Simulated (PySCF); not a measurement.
Stepwise substitution at one centre (Ga Cl-Br). Gas-phase values, no solvent. Strings in code marks are SMILES.

Method: PBE-D3(BJ)/def2-TZVP // PBE0-D3(BJ)/def2-TZVP (PySCF). All candidates: neutral, multiplicity 1. 

| Property | Result |
|---|---|
| LUMO | -2.96 eV |
| HOMO | -7.68 eV |
| dipole moment | 0.32 D |

Name which member has these values.
(A) `[Br][Ga]([Br])[Br]`
(B) `[Cl][Ga]([Cl])[Br]`
(C) `[Cl][Ga]([Cl])[Cl]`

B, `[Cl][Ga]([Cl])[Br]`. The others give `[Br][Ga]([Br])[Br]`: -3.09 eV, -7.41 eV, 0.00 D; `[Cl][Ga]([Cl])[Cl]`: -2.89 eV, -8.01 eV, 0.00 D
